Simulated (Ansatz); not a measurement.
`F[CH](F)[AlH][SiH3]`, relaxed with RKS PBE-D4/def2-SVP in Ansatz 0.2.0 from a rough embedded geometry. The force threshold is 0.03 eV/Å; the program also tests the step.

Total charge 0; spin multiplicity 1.

Start:

```xyz
10

F     2.125   -1.746   -1.107
C     1.682   -0.597   -0.574
F     1.863    0.386   -1.491
Al   -0.282   -0.741   -0.155
Si   -1.486    0.997    0.734
H     2.238   -0.329    0.367
H    -0.991   -2.177   -0.454
H    -2.034    0.662    2.046
H    -2.545    1.378   -0.227
H    -0.571    2.167    0.862
```

Task: How much energy does the relaxation release, and in how many steps? (Best estimate.)

Result: The calculation gave: 0.45 eV, in 14 steps.

Task: Which bonds change most? (Estimate.)

Result: The calculation gave: F3–Al4 from 2.767 to 1.971 Å; C2–F3 from 1.357 to 1.600 Å; Al4–Si5 from 2.293 to 2.451 Å; Si5–H8 from 1.461 to 1.510 Å.

Task: Give the relaxed structure. (Best estimate.)

Result: Ansatz gave: 
```xyz
10

F     2.481   -1.783   -0.696
C     1.732   -0.768   -0.262
F     1.105   -0.101   -1.574
Al   -0.260   -0.796   -0.335
Si   -1.437    1.065    0.741
H     2.393    0.052    0.095
H    -0.898   -2.123   -0.949
H    -2.072    0.630    2.041
H    -2.542    1.620   -0.125
H    -0.502    2.206    1.064
```
